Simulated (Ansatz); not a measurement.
Reaction (ligand exchange at the Sn–C bond): `CS[CH2][SnH3]` + `C=N` → `C=[N][SnH3]` + `CSC`

Calculated with Ansatz (gas phase, PBE0-D4/def2-TZVP geometries, no zero-point term in ΔE). CBS: MP2 limit from def2 TZ/QZ plus the TZ coupled-cluster correction, frozen cores. This one scheme is used for every species. DFT in def2-TZVPP. B3LYP here is the variant with VWN-RPA as its local correlation; programs differ in this. def2 core potentials past Kr. For Sn outer-core shells are correlated without core-valence functions, which leaves a few kJ/mol of doubt a bond. One conformer a species, not always the lowest.

`CS[CH2][SnH3]`:

Cartesian coordinates in Å:
```
C -1.021 0.310 -2.173
S -0.227 1.018 -0.723
C 0.065 -0.451 0.253
Sn 1.037 0.079 2.103
H -1.254 1.136 -2.847
H -1.949 -0.198 -1.903
H -0.353 -0.386 -2.685
H 0.714 -1.154 -0.277
H -0.874 -0.954 0.499
H 2.535 0.822 1.771
H 0.039 1.136 2.992
H 1.290 -1.359 2.991
```

`C=N`:

Z-matrix (Å, degrees):
```
C
N 1 1.261
H 1 1.096 2 124.9
H 1 1.092 2 118.8 3 -180.0
H 2 1.021 1 111.0 3 -0.0
```

`C=[N][SnH3]`:

```xyz
8

C    -1.199    0.079   -1.093
N    -0.383    0.841   -0.513
Sn    0.944    0.042    0.839
H    -1.912    0.500   -1.817
H    -1.281   -1.011   -0.947
H     2.510    0.390    0.267
H     0.666   -1.648    0.931
H     0.656    0.807    2.333
```

`CSC`:

Cartesian coordinates in Å:
```
C 0.892 -1.017 0.212
S -0.884 -0.757 0.201
C -0.922 0.991 -0.205
H 1.329 -0.806 -0.766
H 1.063 -2.067 0.452
H 1.378 -0.401 0.972
H -0.467 1.181 -1.179
H -1.970 1.290 -0.245
H -0.418 1.586 0.559
```

Q: Is it downhill or uphill in electronic energy at CCSD(T)/CBS, and by how much? (An estimate is asked.)

A: Ansatz gave: Downhill: ΔE = -0.07 eV.

Q: What do these levels give: ωB97M-V, PBE0, B3LYP, HF/def2-TZVPP, CCSD/def2-TZVPP, HF/CBS(def2)? (An estimate is asked.)

A: The calculation gave: ωB97M-V -0.10, PBE0 -0.11, B3LYP -0.18, HF/def2-TZVPP -0.19, CCSD/def2-TZVPP -0.08, HF/CBS(def2) -0.20 eV.

Largest T1 diagnostic among the species: 0.014.

The D4 term adds +0.03 eV with B3LYP and +0.02 eV with PBE0; it sums over pairs of atoms, weighted by their polarisabilities, and B3LYP, whose exchange is more repulsive, gets the larger term. In def2-TZVPP, CCSD(T) changes the Hartree–Fock value by +0.12 eV (the triples alone add +0.00 eV) and MP2 by +0.13 eV.
